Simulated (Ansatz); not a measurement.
**Worked example: SiH2(CH3)Cl + GaHCl → SiH2(CH3) + GaHCl2**

Species: SiH2(CH3)Cl ((chlorosilyl)methane), singlet; GaHCl `[Cl][GaH]`, doublet; SiH2(CH3), doublet; GaHCl2 `[Cl][GaH][Cl]`, singlet. A radical takes Cl: the energy is the difference in strength between the Si–Cl bond broken and the Ga–Cl bond made.

Shapes, held fixed at every level: PBE0-D4/def2-TZVP. Programs: Ansatz 0.2.0. The zero-point and thermal change to 298 K, harmonic and unscaled (PBE0-D4/def2-TZVP), is -1.2 kJ/mol.

At CCSD(T)/def2-TZVPP; 1 Eh = 2625.50 kJ/mol:

```
    species   energy (Eh)
SiH2(CH3)Cl   -789.878086
      GaHCl  -2383.796112
  SiH2(CH3)   -330.037057
     GaHCl2  -2843.625904
```

**Question.** Work out ΔH(298 K) of the reaction at this level.

**Answer.** 
1. Products less reactants: (-330.037057) + (-2843.625904) − [(-789.878086) + (-2383.796112)] = 0.011237 Eh = +29.5 kJ/mol.
2. With the thermal change: +29.5 + (-1.2) = +28.3 kJ/mol.

Other levels give +16.6 (HF/def2-SVP) to +46.7 kJ/mol (wB97M-V/def2-TZVPP). No measured value is set beside it here. Open shells run unrestricted. Relativity is left out for Ga. Outer-core shells of Ga are correlated, in sets that cover them unevenly.
